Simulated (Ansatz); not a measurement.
Energy difference R1 → P1 + P2, each structure at its B3LYP-D3(BJ)/def2-TZVP stationary point, reached from a drawn start (curvature not checked).
R1: F5S (SMILES F[S](F)(F)(F)F), charge 0, multiplicity 2.
P1: F4S (SMILES FS(F)(F)F), charge 0, multiplicity 1.
P2: F atom, charge 0, multiplicity 2.

P less R. No zero-point or thermal terms; singlets are restricted closed shells; open shells are unrestricted; no spin–orbit coupling.

Cores are frozen in the correlated methods.

The values were computed with Ansatz (Gaussian orbitals). No computed number here is a measurement.

Total energies in hartree:

```
structure  PBE/def2-TZVPP  B3LYP/def2-TZVPP  CCSD(T)/cc-pV(T+d)Z
---------  --------------  ----------------  -------------------
R1            -896.937625       -897.558952          -896.308308
P1            -797.190043       -797.725560          -796.626511
P2             -99.669123        -99.770147           -99.620360
```

Problem. Work out the reaction energy at each level in kcal/mol (1 hartree = 627.50947 kcal/mol), and say how far PBE/def2-TZVPP lies from CCSD(T)/cc-pV(T+d)Z.

Solution. 
- PBE/def2-TZVPP: (-797.190043) + (-99.669123) − (-896.937625) = 0.078459 hartree = 49.23 kcal/mol
- B3LYP/def2-TZVPP: (-797.725560) + (-99.770147) − (-897.558952) = 0.063245 hartree = 39.69 kcal/mol
- CCSD(T)/cc-pV(T+d)Z: (-796.626511) + (-99.620360) − (-896.308308) = 0.061437 hartree = 38.55 kcal/mol
PBE/def2-TZVPP less CCSD(T)/cc-pV(T+d)Z: 10.68 kcal/mol. CCSD(T)/cc-pV(T+d)Z is the level counted from, the highest shown, and no exact or measured value.

Ansatz is an electronic-structure program.
